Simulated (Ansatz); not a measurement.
CH6BFSeSi. Total charge 0; spin multiplicity 1. Correlated methods include outer-core shells of Se, which these sets cover unevenly. Scalar relativity is left out up to krypton. The bonds changed during the relaxation, so this is another structure than the one it started from.

```xyz
11

B     0.921    0.831   -1.153
C    -0.607    0.914   -0.994
F    -1.394   -0.175   -1.163
Se    0.124    1.040    0.932
Si   -0.163   -1.186    1.434
H     1.506    1.855   -1.346
H     1.437   -0.235   -1.290
H    -1.194    1.817   -1.143
H    -1.607   -1.512    1.466
H     0.417   -1.311    2.794
H     0.560   -2.037    0.465
```

Give the diagnostics of a CCSD(T)/def2-TZVPP run (frozen core, Ansatz 0.2.0). (An estimate is asked.)

Computed: T1 = 0.0118, largest single amplitude 0.014, largest double 0.028, (T) share of the correlation energy 3.7 %, 10 CCSD cycles. The RHF solution is stable towards an unrestricted one. T1 lies under the customary mark of 0.02 for closed shells.
